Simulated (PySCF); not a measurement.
Species: C₅H₁₂NPSi.
Atom-mapped SMILES: `[CH2:1]=[CH:2][P@@:3]1(=[N:4][SiH3:5])[CH2:6][C@H:7]1[CH3:8]` (hydrogens: H9, H10 on C1; H11 on C2; H12, H13, H14 on Si5; H15, H16 on C6; H17 on C7; H18, H19, H20 on C8)

The same species was optimised twice, with GFN2-xTB and with PBE0-D3(BJ)/def2-SVP (PySCF), and the same property calculations (PySCF, gas phase) were run on both structures.

```json
{"coordinate": "N4–Si5 (Å)", "GFN2-xTB": "1.723", "PBE0-D3(BJ)/def2-SVP": "1.701", "change": "-0.022"}
{"coordinate": "P3–C6 (Å)", "GFN2-xTB": "1.827", "PBE0-D3(BJ)/def2-SVP": "1.807", "change": "-0.020"}
{"coordinate": "P3–C7 (Å)", "GFN2-xTB": "1.820", "PBE0-D3(BJ)/def2-SVP": "1.801", "change": "-0.019"}
{"coordinate": "C2–P3 (Å)", "GFN2-xTB": "1.807", "PBE0-D3(BJ)/def2-SVP": "1.793", "change": "-0.014"}
{"coordinate": "C1=C2 (Å)", "GFN2-xTB": "1.323", "PBE0-D3(BJ)/def2-SVP": "1.335", "change": "+0.012"}
{"coordinate": "P3=N4 (Å)", "GFN2-xTB": "1.562", "PBE0-D3(BJ)/def2-SVP": "1.551", "change": "-0.011"}
{"coordinate": "C6–C7 (Å)", "GFN2-xTB": "1.555", "PBE0-D3(BJ)/def2-SVP": "1.548", "change": "-0.007"}
{"coordinate": "C7–C8 (Å)", "GFN2-xTB": "1.508", "PBE0-D3(BJ)/def2-SVP": "1.506", "change": "-0.002"}
{"coordinate": "P3–N4–Si5 (°)", "GFN2-xTB": "130.3", "PBE0-D3(BJ)/def2-SVP": "138.7", "change": "+8.4"}
{"coordinate": "N4–P3–C7 (°)", "GFN2-xTB": "117.4", "PBE0-D3(BJ)/def2-SVP": "123.6", "change": "+6.2"}
{"coordinate": "C2–P3–N4 (°)", "GFN2-xTB": "123.4", "PBE0-D3(BJ)/def2-SVP": "117.5", "change": "-5.9"}
{"coordinate": "N4–P3–C6 (°)", "GFN2-xTB": "125.1", "PBE0-D3(BJ)/def2-SVP": "127.6", "change": "+2.5"}
{"coordinate": "C6–C7–C8 (°)", "GFN2-xTB": "118.2", "PBE0-D3(BJ)/def2-SVP": "120.6", "change": "+2.4"}
{"coordinate": "C2–P3–C6 (°)", "GFN2-xTB": "108.0", "PBE0-D3(BJ)/def2-SVP": "109.2", "change": "+1.2"}
{"coordinate": "C2–P3–C7 (°)", "GFN2-xTB": "110.5", "PBE0-D3(BJ)/def2-SVP": "111.0", "change": "+0.5"}
{"coordinate": "C6–P3–C7 (°)", "GFN2-xTB": "50.5", "PBE0-D3(BJ)/def2-SVP": "50.8", "change": "+0.3"}
{"coordinate": "C1–C2–P3–N4 (°)", "GFN2-xTB": "2", "PBE0-D3(BJ)/def2-SVP": "0", "change": "-2"}
```

Rotational constants: A = 2160, B = 969.7, C = 753.2 MHz (GFN2-xTB) against A = 2117, B = 967.4, C = 744.0 MHz (PBE0-D3(BJ)/def2-SVP). Point groups within 0.08 Å: C1 and C1.

On the GFN2-xTB structure: HOMO (eV) -6.53 [PBE0/pcSseg-1]; LUMO (eV) -0.96 [PBE0/pcSseg-1]; dipole (D) 3.95 [PBE0/pcSseg-1]; GIAO shielding of C1 (ppm) 39.3 [PBE0/pcSseg-1]; GIAO shielding of C2 (ppm) 48.2 [PBE0/pcSseg-1]; GIAO shielding of P3 (ppm) 416.9 [PBE0/pcSseg-1]; GIAO shielding of N4 (ppm) 263.0 [PBE0/pcSseg-1]; GIAO shielding of Si5 (ppm) 411.3 [PBE0/pcSseg-1]; GIAO shielding of C6 (ppm) 161.0 [PBE0/pcSseg-1]; GIAO shielding of C7 (ppm) 161.7 [PBE0/pcSseg-1]; GIAO shielding of C8 (ppm) 168.9 [PBE0/pcSseg-1].

Question: What do these properties become on the PBE0-D3(BJ)/def2-SVP structure?

Answer: 
```
                                    property          level  on GFN2-xTB  on PBE0-D3(BJ)/def2-SVP  change
                                   HOMO (eV)  PBE0/pcSseg-1        -6.53                    -6.57   -0.04
                                   LUMO (eV)  PBE0/pcSseg-1        -0.96                    -0.95   +0.01
                                  dipole (D)  PBE0/pcSseg-1         3.95                     4.32   +0.37
energy, GFN2-xTB geometry as zero (kcal/mol)  PBE0/pcSseg-1          0.0                     -3.3    -3.3
                  GIAO shielding of C1 (ppm)  PBE0/pcSseg-1         39.3                     34.4    -4.9
                  GIAO shielding of C2 (ppm)  PBE0/pcSseg-1         48.2                     48.7    +0.5
                  GIAO shielding of P3 (ppm)  PBE0/pcSseg-1        416.9                    418.3    +1.4
                  GIAO shielding of N4 (ppm)  PBE0/pcSseg-1        263.0                    274.2   +11.2
                 GIAO shielding of Si5 (ppm)  PBE0/pcSseg-1        411.3                    416.9    +5.6
                  GIAO shielding of C6 (ppm)  PBE0/pcSseg-1        161.0                    164.8    +3.8
                  GIAO shielding of C7 (ppm)  PBE0/pcSseg-1        161.7                    162.2    +0.5
                  GIAO shielding of C8 (ppm)  PBE0/pcSseg-1        168.9                    167.9    -1.0
```

The heavy atoms differ by 0.094 Å rms after alignment. Among bonds between heavy atoms N4–Si5 changes most (-0.022 Å). Changes are differences of the printed values. Neither structure is proved a minimum here.

Conformer computed: `[CH2:1]=[CH:2][P@@:3]1(=[N:4][SiH3:5])[CH2:6][C@H:7]1[CH3:8]`: C1–C2–P3–N4 0°.
